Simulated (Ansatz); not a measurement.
Ansatz (a quantum-chemistry and plane-wave program) input for CH₅AlOSe, SMILES [SeH][Al]([CH3])[OH], PBE/def2-SVPD. The structure is a stationary point at PBE0-D3(BJ)/def2-SVP. The structure was generated by enumeration; whether it is a known compound was not checked. One conformer was computed; it need not be the lowest.

Ansatz 0.2 input:
```yaml
crystal:
  periodic: [false, false, false]
  atoms:
    - {symbol: Al, position_ang: [-0.81222090, 0.49770027, 0.22168616]}
    - {symbol: C, position_ang: [-2.54142407, -0.36365011, 0.06606435]}
    - {symbol: H, position_ang: [-2.47231794, -1.39354967, -0.31580234]}
    - {symbol: H, position_ang: [-3.19626873, 0.20960687, -0.61033342]}
    - {symbol: H, position_ang: [-3.04215637, -0.39677422, 1.04762543]}
    - {symbol: O, position_ang: [-0.74743188, 2.11565386, 0.74796893]}
    - {symbol: H, position_ang: [0.02129101, 2.67161617, 0.87611261]}
    - {symbol: Se, position_ang: [1.13144404, -0.66983931, -0.30208281]}
    - {symbol: H, position_ang: [2.00722594, 0.47020371, 0.01115545]}
basis:
  gaussian:
    orbitals: def2-SVPD
hamiltonian:
  xc: {name: PBE}
```

It prints:

```
WARN ansatz: RAYON_NUM_THREADS=1 ignored (pool sized by the plan → 1); use --threads N
Functional definition: PBE
integrals: 0.09 GiB planned
1354 factors; their error is unknown
mean field: 0.53 GiB planned
mean field evaluation 1: about -75071.1293 eV, gradient 8.4e1 eV
mean field evaluation 2: about -74993.3079 eV, gradient 1.9e2 eV
mean field evaluation 4: about -75085.0895 eV, gradient 1.8e1 eV
mean field evaluation 8: about -75085.8140 eV, gradient 8.6e-2 eV
mean field evaluation 16: about -75085.7562 eV, gradient 4.5e-5 eV
mean field -75085.75619975 eV, -2759.3506453874 hartree, gradient 4.5e-5 eV, S^2 0.000000; 0 other end points of the search recorded, 0 dependent functions left out
reference -75085.75626118 eV, -2759.3506476447 hartree; 33, 33 occupied and 115, 115 virtual orbitals, 1354 factors
Total energy: -75085.75626118 eV, -2759.3506476447 hartree
```

Self-consistency was reached.
